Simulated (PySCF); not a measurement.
Compound: C6H9F3O2.
Z-matrix (Å and degrees, PBE0-D3(BJ)/def2-SVP geometry), rows numbered from 1:
```
C 
O   1  1.4185
C   2  1.3327  1  115.77
O   3  1.2033  2  123.84  1     1.09
C   3  1.5162  2  112.09  1   179.01
C   5  1.5276  3  108.46  2  -108.13
C   5  1.5261  3  110.08  2   130.53
C   7  1.5051  5  113.86  3   -72.88
F   8  1.3354  7  111.15  5   179.84
F   8  1.3396  7  111.40  5   -60.40
F   8  1.3399  7  112.21  5    59.55
H   1  1.0998  2  110.83  3   -60.79
H   1  1.0958  2  106.31  3   179.28
H   1  1.0997  2  110.59  3    59.46
H   5  1.1000  3  108.28  2    10.62
H   6  1.1002  5  110.38  3   -60.65
H   6  1.0998  5  110.99  3    59.23
H   6  1.1001  5  110.62  3   179.13
H   7  1.1000  5  110.24  3   167.48
H   7  1.1003  5  109.82  3    48.50
```

The closed-shell ground state was solved at several levels (PySCF, density fitting, gas phase, non-relativistic).

```
          level  basis functions  HOMO (eV)  LUMO (eV)  gap (eV)  dipole (D)
B3LYP/def2-SVPD              307      -8.03      -0.30      7.73        2.58
 B3LYP/pcSseg-2              522      -7.95      -0.22      7.73        2.57
    B3LYP/pcJ-1              387      -7.89      -0.09      7.80        2.45
```

(1) Estimate the row for PBE0/pcSseg-1, a basis of 232 functions; the other rows only guide the guess.

(2) How much does the basis alone move the frontier levels among the 3 B3LYP rows?

(3) How far do the dipole and the HOMO energy spread over the levels?

## Answers

(1) HOMO -8.17 eV, LUMO 0.17 eV, gap 8.34 eV, dipole 2.46 D.

(2) The HOMO by 0.14 eV and the LUMO by 0.21 eV. By rising basis size (HOMO, LUMO in eV): def2-SVPD -8.03, -0.30; pcJ-1 -7.89, -0.09; pcSseg-2 -7.95, -0.22.

(3) The dipole runs from 2.45 to 2.58 D (mean 2.51 D) and the HOMO from -8.17 to -7.89 eV.

One conformer stands for the species.
